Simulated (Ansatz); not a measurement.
Coupled-cluster diagnostics for the cluster Al₃Si, Ansatz.

Geometry of the doublet (PBE0-D4/def2-TZVP):

Cartesian coordinates in Å:
```
Al -0.776 1.164 -0.257
Al 1.771 1.004 -0.366
Al -1.686 -1.132 0.395
Si 0.690 -1.036 0.229
```

Correlated methods freeze 20 core orbitals. At PBE0-D4/def2-TZVP a triplet of charge 1 lies 0.58 eV below the restricted singlet at the same geometry. The structure comes from a short search, and lower isomers may exist.

Geometry of the charge 0 quartet (PBE0-D4/def2-TZVP):

Cartesian coordinates in Å:
```
Al -0.2281 -0.7575 -1.0915
Al 2.2144 -0.5277 0.0844
Al -2.1648 0.6924 0.1530
Si 0.1785 0.5927 0.8541
```

**Question.** Estimate the CCSD(T) correlation energy, the shares of MP2 and (T), T1 and the reference's ⟨S²⟩ for: charge 0, doublet, own geometry in def2-TZVPP; charge 0, doublet, own geometry in def2-TZVPD; charge 0, quartet, own geometry in def2-TZVPP; charge 1, singlet, vertical in def2-TZVPP; charge -1, singlet, vertical in def2-TZVPD; and the rough time on 4 threads of Intel Xeon 6975P-C on a shared host.

**Answer.** 
| state | basis | correlation (eV) | MP2 share (%) | (T) share (%) | T1 | ⟨S²⟩ (pure) | wall time | remarks |
| --- | --- | --- | --- | --- | --- | --- | --- | --- |
| charge 0, doublet, own geometry | def2-TZVPP | -9.629 | 79.0 | 9.7 | 0.088 | 1.68 (0.75) | 14 s | large T1, spin-contaminated |
| charge 0, doublet, own geometry | def2-TZVPD | -9.565 | 78.7 | 9.7 | 0.088 | 1.68 (0.75) | 15 s | large T1, spin-contaminated |
| charge 0, quartet, own geometry | def2-TZVPP | -9.471 | 84.9 | 8.8 | 0.031 | 3.84 (3.75) | 6 s | – |
| charge 1, singlet, vertical | def2-TZVPP | -9.774 | 85.1 | 9.2 | 0.035 | 0.00 (0.00) | 14 s | large T1, restricted SCF unstable |
| charge -1, singlet, vertical | def2-TZVPD | -11.101 | 86.8 | 9.7 | 0.058 | 0.00 (0.00) | 6.5 s | large T1, restricted SCF unstable |
Customary marks for T1 are 0.02 (closed shells), 0.045 (open shells) and about 0.05 (3d metals). T1 exceeds 0.02 in 5 of 5 rows and 0.045 in 3; the higher it lies, the less the single-reference result can be trusted.
